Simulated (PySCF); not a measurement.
**Assignment exercise: C9H9BO2**

Mapped SMILES: `[BH2-:1]1[O:2][CH:3]=[CH:4][C:5]([c:6]2[cH:7][cH:8][cH:9][cH:10][cH:11]2)=[O+:12]1`. Hydrogens are named by the atom that carries them.

Computed data (PySCF): geometry: PBE0-D3(BJ)/def2-SVP, shieldings: GIAO PBE0/pcSseg-1, couplings computed with B3LYP/pcJ-1 (spin–dipole term only in couplings to heteroatoms). In vacuum, one conformer, non-relativistic Hamiltonian, rapidly exchanging positions averaged.

Shifts are taken against calculated references (same method and geometry level): TMS for 13C (σref 184.41) and 1H (σref 31.27).

(1) Assign these signals to the numbered atoms. 13C{1H} NMR (computed): δ 186.4, 186.2, 141.0, 135.6, 135.1, 134.1, 100.2.

(2) Assign these signals to the numbered atoms. 1H NMR (400 MHz, computed): δ 8.28 (m, 2H), 7.90 (d, J = 4.7 Hz, 1H), 7.76 (m, 1H), 7.64 (m, 2H), 6.26 (d, J = 4.7 Hz, 1H), 3.93 (br, 2H).

Answers

(1) 
186.4 → C5, ketone carbonyl carbon: low-lying n→π* states of the double bond to the heteroatom give a large paramagnetic term (-251 ppm)
186.2 → C3, alkene carbon bearing oxygen: an sp2 carbon further deshielded by the attached heteroatom
141.0 → C9, aromatic CH
135.6 → C6, substituted aromatic carbon
135.1 → C7/C11, aromatic CH: the aromatic region
134.1 → C8/C10, aromatic CH
100.2 → C4, β carbon of an enol-ether or enamine type C=C: the O or N lone pair pushes π density onto this β carbon and shields it

C5 and C3; C6 and C7/C11; C7/C11 and C8/C10 lie closer than the usual error of such a calculation, so a measured spectrum could show them in the other order.

(2) 
| δ (ppm) | atoms | environment | reason |
| --- | --- | --- | --- |
| 8.28 | H(C7)/H(C11) | hydrogen on an aromatic CH | ring current plus the deshielding of an ortho carbonyl group |
| 7.90 | H(C3) | hydrogen on an alkene carbon bearing oxygen | attached to an sp2 carbon and in the plane of the double bond |
| 7.76 | H(C9) | hydrogen on an aromatic CH | the ring current deshields protons in the ring plane |
| 7.64 | H(C8)/H(C10) | hydrogen on an aromatic CH | – |
| 6.26 | H(C4) | hydrogen on a β carbon of an enol-ether or enamine type C=C | olefinic region |
| 3.93 | H(B1) | hydrogen on a boron bonded to 2 O, in a 6-membered ring | – |

H(C9) and H(C8)/H(C10) lie closer than the usual error of such a calculation, so a measured spectrum could show them in the other order.

Hydrogens on boron are broadened and split by 11B (spin 3/2, 80 %) and 10B (spin 3). Splittings below 1 Hz are ignored in the labels, and close J values are merged. Couplings among chemically equivalent protons are left out too, so labels in AA′BB′ or AA′XX′ sets are apparent multiplicities. Unscaled 3J(H,H) at this level run about 10 % above measured values. Shifts are as computed. Against solution values, carbons near 30 ppm lie about +2 ppm off and those near 130 ppm about +5 ppm. Of 1313 compounds with measured shifts, 239 miss one by over three times the rms of a fit or turn the order of signals round; such compounds aren't used in these exercises.
